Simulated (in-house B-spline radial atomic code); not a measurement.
S III (S2+) is squeezed into an impenetrable sphere of radius R (the orbitals vanish at R). Method: Dirac-Hartree-Fock, average of configuration, Fermi nucleus of rms radius 3.2611 fm. Calculated with a radial B-spline atomic code at the basis-set limit.

Energies in eV above the free ion in [Ne] 3s2 3p2:

```
R (bohr)  highest level (eV)  [Ne] 3s2 3p2  [Ne] 3s2 3p1 3d1  [Ne] 3s1 3p2 3d1
    9.01               -33.7             0             15.96             26.93
    5.79               -33.7       0.01654             16.17             27.11
    4.87               -33.6        0.1574             16.73             27.66
    4.08                 -33         1.004             18.42             29.45
    3.58               -31.8         3.116             21.44             32.74
    3.15               -29.4         8.085             27.46             39.26
     2.6                 -22         26.99              47.8             60.87
    2.11               -4.22         80.19             100.7             115.6
    1.93                8.36         121.3             140.2             155.8
    1.36                 113           508             498.7             510.7
```

Problem. Does [Ne] 3s2 3p1 3d1 fall below [Ne] 3s2 3p2 under compression?

Solution. Yes, between R = 1.93 and 1.36 bohr the order changes (near 1.55 bohr by linear interpolation).

Problem. Does [Ne] 3s1 3p2 3d1 fall below [Ne] 3s2 3p2 under compression?

Solution. No, it stays above over the whole range.

The highest level is first positive in the row R = 1.93 bohr, pushed up by confinement above the zero of the free ion's potential. Each configuration is held fixed and needn't be the lowest in the sphere.
